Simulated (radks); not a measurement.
The numbers below are computed, except where a source is named.
Species: Re32+. Configuration: [Kr] 4d7 (the NIST ground configuration).

Level of theory: Dirac Kohn-Sham, LB94 model potential, spin-unpolarised, spherical densities, finite nucleus; open shells fill j = l - 1/2 first; Fermi nuclear charge, rms radius 5.3698 fm (a radial shooting solver on a logarithmic mesh with Libxc functionals).

Energy parts (eV):
part                   energy
kinetic             500532.08
electron-nucleus  -1046884.28
Hartree             113921.85
(The LB94 potential has no energy functional, so no total or exchange-correlation energy is given.)

Orbitals (lengths in bohr, moments of r in powers of bohr; <r^-3> diverges for s and p1/2):
| orbital | occ. | eigenvalue (eV) | <r^2> | <r^-3> |
|---|---|---|---|---|
| 1s1/2 | 2 | -73017.72 | 0.0004469 | - |
| 2s1/2 | 2 | -13703.36 | 0.006797 | - |
| 2p1/2 | 2 | -13177.63 | 0.004838 | - |
| 2p3/2 | 4 | -11727.28 | 0.006035 | 17200 |
| 3s1/2 | 2 | -4132.114 | 0.04382 | - |
| 3p1/2 | 2 | -3896.449 | 0.04008 | - |
| 3p3/2 | 4 | -3578.005 | 0.04630 | 3965 |
| 3d3/2 | 4 | -3181.215 | 0.03574 | 686.6 |
| 3d5/2 | 6 | -3111.916 | 0.03743 | 581.4 |
| 4s1/2 | 2 | -1721.786 | 0.1894 | - |
| 4p1/2 | 2 | -1621.671 | 0.1892 | - |
| 4p3/2 | 4 | -1530.203 | 0.2119 | 1157 |
| 4d3/2 | 4 | -1365.832 | 0.2073 | 193.6 |
| 4d5/2 | 3 | -1346.675 | 0.2140 | 162.2 |

The highest occupied level is 4d5/2 at -1346.7 eV. Summed over all electrons, <r^2> = 3.845 bohr^2, which gives a Langevin (diamagnetic) susceptibility term of -3.05 x 10^-6 cm^3/mol. The electron density at the nucleus is 1.548e+06 e/bohr^3. For comparison, the ionisation energy in NIST's Atomic Spectra Database is 1349 eV (theoretical). In exact Kohn-Sham theory the highest level is minus the ionisation energy, but local and semilocal functionals leave it too shallow, through self-interaction and a potential that decays too fast; potentials with the right tail come closer.

Beside tabulated values, note that spin-unpolarised runs miss the spin-polarisation part of the exchange energy of open shells.
